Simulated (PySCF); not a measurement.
Delta-SCF ions had no search for a lower state. 

Cartesian coordinates (Å):
SMILES: [N-]([SiH3])[SiH3]
```xyz
9

Si    -1.5349     0.1138     0.1789
N     -0.0293    -0.4948    -0.0775
Si     1.5281    -0.2285     0.3767
H     -2.6139    -0.6247    -0.5808
H     -2.0613     0.0923     1.6058
H     -1.7791     1.5606    -0.2224
H      2.1334     1.1233     0.0303
H      2.5059    -1.1969    -0.2501
H      1.8512    -0.3450     1.8586
```
Charge -1, spin multiplicity 1.

**Question.** Estimate the HOMO, total energy and vertical detachment energy (Delta-SCF) that PBE0-D3(BJ)/def2-TZVPD (PySCF) returns for this input.

**Answer.** 
```json
{
  "HOMO": "-1.51 eV",
  "total_energy": "-637.1355 Ha",
  "vertical detachment energy (Delta-SCF)": "3.28 eV"
}
```
